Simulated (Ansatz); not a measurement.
# Ligand exchange: C3H6 + GaH2(SH) → C2H4S + GaH2(CH3)

Species: C3H6 `C=CC`, singlet; GaH2(SH), singlet; C2H4S `C=CS`, singlet; GaH2(CH3), singlet. The partners trade CH3 for SH: C–CH3 and Ga–SH bonds give way to C–SH and Ga–CH3.

Shapes, held fixed at every level: PBE0-D4/def2-TZVP. Flexible molecules stand in one conformer, not always the lowest. Programs: Ansatz 0.2.0. Electronic energies: no zero-point or thermal term.

```tsv
level	kind	ΔE (kJ/mol)	less CCSD(T)/def2-TZVPP	CPU time (sum over the molecules)
PBE-D4/def2-TZVPP	GGA	+118.6	-6.1	10 s
B3LYP-D4/def2-TZVPP	global hybrid	+123.0	-1.7	15 s
PBE0-D4/def2-TZVPP	global hybrid	+123.8	-0.9	11 s
wB97M-V/def2-TZVPP	range-separated hybrid	+123.1	-1.6	42 s
wB97X-V/def2-TZVPP	range-separated hybrid	+123.4	-1.3	32 s
MP2/def2-TZVPP	perturbation theory	+123.2	-1.5	–
CCSD(T)/def2-TZVPP	coupled cluster or CI	+124.7	0.0	99 s
```

The highest level, CCSD(T)/def2-TZVPP, gives ΔE = +124.7 kJ/mol; the levels span +118.6 to +124.7. The column of differences is taken from that level and isn't an error. No measured value is set beside it here. Relativity is left out for Ga unless named. Correlated rows may include outer-core shells of Ga, which these sets cover unevenly. Times are processor times on shared x86 and Arm servers, and rough.
